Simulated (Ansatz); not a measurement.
`C[Si](C)(F)S` → `CC` + `F[Si]S`  (silylene formation by 1,1-elimination)

Program: Ansatz. Geometries: PBE0-D4/def2-TZVP. ΔE: electronic, gas phase. CCSD(T)/CBS adds triple-zeta CCSD(T) − MP2 to the extrapolated MP2 energy (def2 sets, frozen cores). This one scheme is used for every species. DFT in def2-TZVPP. B3LYP here is the variant with VWN-RPA as its local correlation; programs differ in this. HSE06 is defined as in plane-wave codes. Each species was taken in one conformer, which may not be the lowest.

```
             level  ΔE (kJ/mol)  difference from CCSD(T)/CBS
       LDA (SPW92)        216.8                          8.8
            PBE-D4        193.3                        -14.7
         revPBE-D4        191.3                        -16.7
         r2SCAN-D4        220.0                         12.0
            B97M-V        205.2                         -2.8
          B3LYP-D4        192.7                        -15.3
        r2SCANh-D4        223.1                         15.1
        r2SCAN0-D4        227.4                         19.4
          HSE06-D4        211.3                          3.3
          BHLYP-D4        211.5                          3.5
      CAM-B3LYP-D4        203.8                         -4.2
           ωB97X-V        214.3                          6.3
           ωB97M-V        199.9                         -8.1
            B2PLYP        191.5                        -16.5
          PBE-QIDH        221.6                         13.6
               PBE        181.5                        -26.5
            revPBE        165.8                        -42.2
              BLYP        151.1                        -56.9
            r2SCAN        216.6                          8.6
             B3LYP        174.0                        -34.0
           r2SCANh        219.5                         11.5
             BHLYP        196.1                        -11.9
         CAM-B3LYP        192.8                        -15.2
           LC-ωPBE        222.1                         14.1
RPA@PBE/def2-TZVPP        180.8                        -27.2
       HF/def2-SVP        180.6                        -27.4
      MP2/def2-SVP        193.1                        -14.9
     CCSD/def2-SVP        172.1                        -35.9
  CCSD(T)/def2-SVP        171.3                        -36.7
     HF/def2-TZVPP        192.8                        -15.2
    MP2/def2-TZVPP        218.8                         10.8
SCS-MP2/def2-TZVPP        205.1                         -2.9
   CCSD/def2-TZVPP        200.9                         -7.1
CCSD(T)/def2-TZVPP        201.6                         -6.4
     HF/def2-QZVPP        192.8                        -15.2
    MP2/def2-QZVPP        222.4                         14.4
SCS-MP2/def2-QZVPP        209.4                          1.4
      HF/CBS(def2)        192.8                        -15.2
     MP2/CBS(def2)        225.1                         17.1
    CCSD/CBS(def2)        207.2                         -0.8
       CCSD(T)/CBS        208.0                            0
```

What do rigid-rotor, harmonic-oscillator terms from PBE0-D4/def2-TZVP frequencies (298.15 K, 1 bar) make of the CCSD(T)/CBS value? (An estimate is asked.)

Ansatz gave: ΔZPE = +1.0 kJ/mol, ΔH = +209.0 kJ/mol, ΔS = 137 J/(mol·K), ΔG = +168.3 kJ/mol.

Largest T1 diagnostic among the species: 0.015.

At CCSD(T), def2-SVP lies −36.7 kJ/mol from the extrapolated value and def2-TZVPP −6.3 kJ/mol. The D4 term adds +18.8 kJ/mol with B3LYP and +10.5 kJ/mol with PBE0; it sums over pairs of atoms, weighted by their polarisabilities, and B3LYP, whose exchange is more repulsive, gets the larger term.
